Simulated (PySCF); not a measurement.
WBr⁻: one state, many levels of theory

State: ⁷Σ⁺ (septet), unpaired electrons σ ↑↑, π ↑↑, δ ↑↑. Set-up: PySCF, scalar-relativistic core potentials, basis sets W def2-TZVPPD with ECP60, Br def2-TZVPPD. De refers to W (5d4 6s2) + Br⁻ in their high-spin ground configurations, without counterpoise correction. The functionals are run spin-unrestricted. A positive dipole points towards Br; it is taken about the centre of mass and depends on that origin.

```
      Level  Re (Å)  ωe (cm⁻¹)  De (eV)  μ (D)
        UHF   2.761        133      n/a  -0.80
    UHF-MP2   2.590        173      n/a    n/a
UHF-SCS-MP2   2.615        166      n/a    n/a
        PBE   2.638        154      n/a  -0.10
     PBEsol   2.592        167      n/a   0.24
       PW91   2.639        154      n/a  -0.14
     r²SCAN   2.657        152      n/a  -0.39
       PBE0   2.635        157      n/a  -0.20
    r²SCAN0   2.654        153      n/a  -0.51
     M06-2X   2.682        148      n/a  -0.27
    LC-ωPBE   2.616        168      n/a   0.26
```

(1) What does a quarter of exact exchange do here, going from PBE to PBE0?

(2) What does the step from GGA to meta-GGA do here, going from PBE to r²SCAN?

(3) What does a quarter of exact exchange do here, going from r²SCAN to r²SCAN0?

Correlated steps freeze 9 core orbitals. De is left out where the level can put another filling of the metal’s s and d shells below the measured ground configuration, by anything from nothing to about 1 eV. Spin–orbit coupling is left out, which matters for elements this heavy, above all for dissociation energies. Counting both spins, an empty level lies below a filled one in some of these solutions, because spin and occupation are held. The highest Kohn–Sham level is positive in this anion. Much of that is self-interaction error, but it also means that the finite basis helps to hold the extra electron. With d or f electrons several states lie close, and the lowest PBE0 determinant need not be the measured ground state.

The whole job (state search and all levels along the bond) took about 12 min on 2 threads of Arm Neoverse V2 (shared host), peak memory 3.6 GiB.

Results:

(1) PBE0 less PBE: -0.3 pm in Re, +1.9 % in ωe. Exact exchange removes part of the self-interaction that spreads semilocal densities, and in most molecules shortens and stiffens the bond and lowers De; so it does here.

(2) r²SCAN less PBE: +1.9 pm in Re, -1.3 % in ωe. 

(3) r²SCAN0 less r²SCAN: -0.3 pm in Re, +0.7 % in ωe. Exact exchange removes part of the self-interaction that spreads semilocal densities, and in most molecules shortens and stiffens the bond and lowers De; so it does here.
